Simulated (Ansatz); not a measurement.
Computed with Ansatz on PBE0-D4/def2-TZVP structures; ΔE is electronic, products minus reactants. CBS: MP2 limit from def2 TZ/QZ plus the TZ coupled-cluster correction, frozen cores. This one scheme is used for every species. DFT in def2-TZVPP. Each species was taken in one conformer, which may not be the lowest.

`C[SiH2][SiH]([AlH2])Cl` + `BF` → `F[BH][AlH2]` + `C[SiH2][SiH2]Cl`  (formal exchange of groups at the Al–Si bond)

Q: Is it downhill or uphill in electronic energy at CCSD(T)/CBS, and by how much? (An estimate is asked.)

A: The calculation gave: Uphill: ΔE = +50.4 kJ/mol.

Q: What do these levels give: PBE-D4, HF/def2-TZVPP, SCS-MP2/def2-TZVPP, CCSD(T)/def2-TZVPP, HF/def2-QZVPP, MP2/CBS(def2)? (Estimate.)

A: Computed: PBE-D4 52.3, HF/def2-TZVPP 42.7, SCS-MP2/def2-TZVPP 49.3, CCSD(T)/def2-TZVPP 50.0, HF/def2-QZVPP 42.2, MP2/CBS(def2) 53.9 kJ/mol.

Largest T1 diagnostic among the species: 0.014.

In def2-TZVPP, CCSD(T) changes the Hartree–Fock value by +7.3 kJ/mol (the triples alone add +2.0 kJ/mol) and MP2 by +10.8 kJ/mol. The D4 term adds +5.6 kJ/mol with B3LYP and +3.4 kJ/mol with PBE0; it sums over pairs of atoms, weighted by their polarisabilities, and B3LYP, whose exchange is more repulsive, gets the larger term.

B3LYP here is the variant with VWN-RPA as its local correlation; programs differ in this.
